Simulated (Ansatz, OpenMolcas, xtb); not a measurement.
# Ligand exchange: HBr + NaNH2 → NH3 + NaBr

Species: HBr (hydrogen bromide), singlet; NaNH2 `[NH2][Na]`, singlet; NH3 (ammonia) `N`, singlet; NaBr, singlet. The partners trade Br for NH2: H–Br and Na–NH2 bonds give way to H–NH2 and Na–Br.

Shapes, held fixed at every level: PBE0-D4/def2-TZVP. Programs: Ansatz 0.2.0, OpenMolcas 26.06, xtb 6.7.1. The zero-point and thermal change to 298 K, harmonic and unscaled (PBE0-D4/def2-TZVP), is +16.7 kJ/mol.

| level | kind | ΔH(298 K) (kJ/mol) | less CCSD(T)/def2-TZVPP |
| --- | --- | --- | --- |
| GFN0-xTB | semi-empirical | +62.1 | +290.3 |
| B3LYP/6-31G* (spherical functions) | global hybrid | -243.7 | -15.5 |
| B3LYP-D4/def2-TZVPP | global hybrid | -227.9 | +0.3 |
| wB97X-V/def2-TZVPP | range-separated hybrid | -235.0 | -6.8 |
| B2PLYP/def2-TZVPP | double hybrid | -229.6 | -1.4 |
| CCSD/def2-SVP | coupled cluster or CI | -242.1 | -13.9 |
| CCSD/def2-TZVPP | coupled cluster or CI | -232.7 | -4.5 |
| CCSD(T)/def2-TZVPP | coupled cluster or CI | -228.2 | 0.0 |

The highest level, CCSD(T)/def2-TZVPP, gives ΔH(298 K) = -228.2 kJ/mol; the levels span -243.7 to +62.1. They disagree on the sign: 1 of 8 are positive. GFN0-xTB strays far from the other rows. The column of differences is taken from that level and isn't an error. No measured value is set beside it here. Relativity is left out for Br unless named. Correlated rows may include outer-core shells of Br, Na, which these sets cover unevenly.
